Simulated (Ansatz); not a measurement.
Gas-phase reaction in SMILES: [CH2]BC → [CH2-]BC (an electron is taken up)
Structures are relaxed separately at B3LYP-D3(BJ)/def2-TZVP in Ansatz (a program for electronic structure), one conformer each, not searched for the lowest.

Wanted: adiabatic electron affinity (electronic energy difference), positive where the reaction releases energy, in eV. Valence correlation only, unless marked. Open shells are spin-unrestricted. No spin-orbit coupling. Non-relativistic. Anions need diffuse functions: aug- sets have them; def2-D sets add few; the other sets have none. Basis-set limits of correlation are two-point, X^-3; Hartree-Fock from the larger set. The bracket is a focal-point correction in the basis named.

| level | program | adiabatic electron affinity (eV) |
|---|---|---|
| HF/aug-cc-pVTZ | Ansatz | 0.10 |

Q: Estimate the value at RI-MP2/CBS(aug-cc-pVTZ,aug-cc-pVQZ)+[CCSD(T)-MP2]/aug-cc-pVTZ as computed with Ansatz.

A: 1.77 eV, so HF/aug-cc-pVTZ differs from it by -1.67 eV.
